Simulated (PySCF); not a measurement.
## Basis-set dependence of population analyses: C2H8B2

Species: C2H8B2.
Geometry (PBE0-D3(BJ)/def2-SVP, Å), atoms numbered from 1 in this order:
```xyz
12
C2H8B2 angstrom
B      1.791   -0.095    0.756
B      0.844   -0.277   -0.587
C     -0.699   -0.033   -0.738
C     -1.489    0.428    0.480
H      2.004   -1.008    1.525
H      2.360    0.947    1.009
H      1.428   -0.651   -1.593
H     -1.119   -0.969   -1.158
H     -0.810    0.679   -1.581
H     -1.418   -0.301    1.303
H     -1.108    1.388    0.864
H     -2.559    0.566    0.259
```

PBE0 throughout (PySCF), one geometry, spherical d and f functions. Geometry: PBE0-D3(BJ)/def2-SVP, one conformer, isolated molecule. Atoms taken as equivalent share a column and are averaged. The first 7 of 8 kinds of atom are listed.

Mulliken charges (e):

```
        basis  functions      B1      B2      C3      C4   H5/H6      H7   H8/H9
       STO-3G         28  +0.059  +0.138  -0.240  -0.231  -0.037  -0.044  +0.085
        6-31G         52  -0.006  +0.234  -0.518  -0.492  -0.018  -0.036  +0.183
     pcSseg-0         52  -0.102  +0.247  -0.881  -0.630  +0.047  +0.064  +0.261
       6-31G*         72  -0.071  +0.166  -0.467  -0.527  +0.010  -0.011  +0.187
      cc-pVDZ         96  -0.045  +0.052  -0.147  -0.089  +0.003  -0.021  +0.057
     def2-SVP         96  -0.045  +0.049  -0.183  -0.077  +0.002  -0.010  +0.067
6-311+G(2d,p)        156  +0.082  -0.065  -0.165  -0.618  +0.005  +0.003  +0.155
  aug-cc-pVDZ        164  -1.515  -0.342  +0.578  +0.377  +0.657  +0.540  -0.234
    def2-TZVP        172  -0.105  +0.003  -0.260  -0.355  +0.031  +0.025  +0.130
     IGLO-III        220  +0.057  +0.173  -0.325  -0.365  -0.040  -0.049  +0.118
      cc-pVTZ        232  -0.124  +0.022  -0.193  -0.302  +0.038  +0.020  +0.099
```

IAO charges (e):

```
        basis  functions      B1      B2      C3      C4   H5/H6      H7   H8/H9
       STO-3G         28  -0.029  +0.061  -0.380  -0.390  +0.014  +0.021  +0.149
        6-31G         52  -0.086  +0.049  -0.388  -0.425  +0.036  +0.029  +0.163
     pcSseg-0         52  -0.094  +0.042  -0.392  -0.417  +0.039  +0.032  +0.166
       6-31G*         72  -0.072  +0.057  -0.379  -0.405  +0.029  +0.024  +0.157
      cc-pVDZ         96  -0.089  +0.049  -0.376  -0.405  +0.036  +0.029  +0.158
     def2-SVP         96  -0.080  +0.050  -0.372  -0.395  +0.032  +0.026  +0.156
6-311+G(2d,p)        156  -0.088  +0.051  -0.387  -0.419  +0.036  +0.030  +0.163
  aug-cc-pVDZ        164  -0.090  +0.050  -0.385  -0.416  +0.037  +0.030  +0.162
    def2-TZVP        172  -0.088  +0.051  -0.388  -0.418  +0.036  +0.030  +0.163
     IGLO-III        220  -0.089  +0.051  -0.388  -0.420  +0.036  +0.030  +0.163
      cc-pVTZ        232  -0.089  +0.050  -0.388  -0.419  +0.037  +0.030  +0.163
```

Hirshfeld charges (e):

```
        basis  functions      B1      B2      C3      C4   H5/H6      H7   H8/H9
       STO-3G         28  +0.109  +0.111  -0.066  -0.043  -0.062  -0.067  +0.023
        6-31G         52  +0.082  +0.099  -0.110  -0.101  -0.050  -0.057  +0.045
     pcSseg-0         52  +0.086  +0.099  -0.113  -0.102  -0.052  -0.054  +0.045
       6-31G*         72  +0.084  +0.100  -0.113  -0.102  -0.051  -0.057  +0.045
      cc-pVDZ         96  +0.082  +0.099  -0.123  -0.109  -0.050  -0.055  +0.049
     def2-SVP         96  +0.082  +0.100  -0.126  -0.112  -0.050  -0.055  +0.049
6-311+G(2d,p)        156  +0.088  +0.103  -0.135  -0.116  -0.051  -0.053  +0.050
  aug-cc-pVDZ        164  +0.083  +0.103  -0.138  -0.124  -0.049  -0.051  +0.052
    def2-TZVP        172  +0.084  +0.102  -0.134  -0.119  -0.050  -0.052  +0.051
     IGLO-III        220  +0.084  +0.103  -0.138  -0.124  -0.049  -0.051  +0.051
      cc-pVTZ        232  +0.083  +0.102  -0.133  -0.119  -0.050  -0.053  +0.051
```

Which scheme is steadiest as the basis changes?

Largest range over the bases for any column: IAO 0.07 e, Hirshfeld 0.08 e, Mulliken 1.60 e. IAO charges move least and Mulliken charges most, counted in e. Without the minimal STO-3G basis the ranges are IAO 0.03, Hirshfeld 0.03, Mulliken 1.60 e.

How much do the charges still move between the two largest bases, IGLO-III and cc-pVTZ?

At most, over all atoms: Mulliken 0.181 e, IAO 0.001 e, Hirshfeld 0.005 e.

What do the same runs give for the total energy, the frontier levels and the dipole moment?

```
        basis  energy (Eh)  HOMO (eV)  LUMO (eV)  μ (D)
       STO-3G    -128.9463      -6.45       1.63   0.58
        6-31G    -130.4626      -7.79      -1.19   0.77
     pcSseg-0    -130.2072      -8.14      -1.57   0.72
       6-31G*    -130.4874      -7.76      -1.17   0.76
      cc-pVDZ    -130.4952      -7.86      -1.43   0.79
     def2-SVP    -130.3963      -7.91      -1.46   0.78
6-311+G(2d,p)    -130.5261      -7.96      -1.59   0.75
  aug-cc-pVDZ    -130.5015      -7.93      -1.58   0.76
    def2-TZVP    -130.5344      -7.95      -1.56   0.77
     IGLO-III    -130.5405      -7.96      -1.59   0.76
      cc-pVTZ    -130.5335      -7.95      -1.55   0.78
```

The dipole is fixed by the density alone, so its range of 0.21 D shows that the density itself changes with the basis, not only its division among atoms.
